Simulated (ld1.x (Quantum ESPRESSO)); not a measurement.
Configuration tests for Te (TM)

Te, norm-conserving Troullier–Martins (Kleinman–Bylander form), made with ld1.x (Quantum ESPRESSO) 7.5 (LDA (PZ), scalar-relativistic). Core [Kr], reference 4d10 5s2 5p4. Waves: 5p (bound): rc 2.35 bohr; 4d (bound): rc 1.15 bohr; 5s (bound): rc 1.35 bohr. Local part: the s channel. Core correction: none.

Energies are relative to the spin-unpolarised reference configuration 4d10 5s2 5p4; without spin polarisation the order of configurations can differ from experiment. Spin-polarised rows fill each open shell by Hund’s rule, majority spin first.

```csv
valence configuration,charge,ΔE all-electron (eV),error AE − PS (meV)
4d10 5s2 5p3,+1,9.916,-1.2
4d10 5s2 5p2,+2,28.089,+3.0
4d10 5s2 5p1,+3,55.321,+24
4d10 5s1 5p4,+1,19.846,+0.2
4d9 5s2 5p4,+1,49.313,-30
4d10 5s2 5p3.5,+0.5,3.985,-0.8
4d10 5s2 5p4 (spin-polarised),0,-0.480,+12
4d10 5s2 5p3 (spin-polarised),+1,8.605,+35
```

Problem. What are ΔE and the potential's error for 4d10 5s2 5p4.3?

Solution. ΔE = -1.516 eV all-electron; the error (AE − PS) is +0.4 meV.

Levels in the configuration 4d10 5s2 5p2:

| level | all-electron (eV) | pseudo (eV) |
| --- | --- | --- |
| 4d | -61.082 | -60.841 |
| 5s | -33.072 | -33.037 |
| 5p | -22.592 | -22.576 |
